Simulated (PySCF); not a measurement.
Species: C3H8O2Si.
SMILES with atom numbers: `[SiH3:1][O:2][CH:3]1[CH2:4][O:5][CH2:6]1` (hydrogens: H7, H8, H9 on Si1; H10 on C3; H11, H12 on C4; H13, H14 on C6)

The calculation used PBE0-D3(BJ)/def2-SVP geometry optimisation, gas phase (PySCF).

Q: Give the optimised bond lengths and angles.

A: 
```
          bond  length (bohr)   order
        Si1–O2          3.156  single
         O2–C3          2.630  single
  C3–C4, C3–C6          2.898  single
  C4–O5, O5–C6          2.691  single
        Si1–H7          2.808  single
Si1–H8, Si1–H9          2.828  single
        C3–H10          2.090  single
C4–H11, C6–H14          2.085  single
C4–H12, C6–H13          2.090  single
```

Bonds in one row agree within 0.02 bohr and their mean is given. Orders are formal, as drawn. A selection of angles:
```
     angle  degrees
 O2–Si1–H7    106.5
 O2–Si1–H8    110.0
 O2–Si1–H9    111.2
 H7–Si1–H8    110.7
 H7–Si1–H9    110.0
 H8–Si1–H9    108.5
 Si1–O2–C3    124.0
  O2–C3–C4    118.0
  O2–C3–C6    115.1
 O2–C3–H10    111.4
  C4–C3–C6     83.7
 C4–C3–H10    112.9
  C3–C4–O5     91.3
 C3–C4–H11    117.7
 C3–C4–H12    112.1
 O5–C4–H11    112.6
 O5–C4–H12    112.9
H11–C4–H12    109.3
  C4–O5–C6     91.9
```

Torsions: Si1–O2–C3–C4 -91° (anticlinal); O2–C3–C4–O5 -124° (anticlinal); C3–C4–O5–C6 10° (synperiplanar); C4–O5–C6–C3 -10° (synperiplanar); O2–C3–C6–O5 127° (anticlinal). The mirror-image conformer, all signs reversed, is as good.

O5 (cyclic ether oxygen) is bent (angle 91.9°). O2 (silyl ether oxygen) is bent (angle 124.0°). The C–O distances run from 1.392 Å (O2–C3, drawn single) to 1.425 Å (O5–C6, drawn single), a spread of 0.033 Å. Si1 (oxygen-bound silicon) is tetrahedral (angles from 106.5° to 111.2°). The 4-membered ring C3–C4–O5–C6 has internal angles of 83.7° to 91.9° (sum 359°, against 360° for a flat polygon); it is slightly puckered (a soft mode that the optimisation may not have finished), 0.06 Å rms from its mean plane, widest ring torsion 10°.

Point group: C1 (no symmetry element, even within 0.4 Å). No PBE0-D3(BJ)/def2-SVP frequencies stand behind this structure, so it isn't proved a minimum. The numbers are those of one conformer.
